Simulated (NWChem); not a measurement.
C₄H₇B; SMILES C#CB(C)C

Results from NWChem. Geometry: optimised at PBE0/def2-SVP. Field at 589 nm.

### Question
What does the run give for B3LYP/def2-SVPD? Quantities: isotropic polarisability (bohr³); anisotropy (bohr³).

### Answer
```
Quantity                          Result
--------------------------------  ------
isotropic polarisability (bohr³)    66.0
anisotropy (bohr³)                  34.7
```
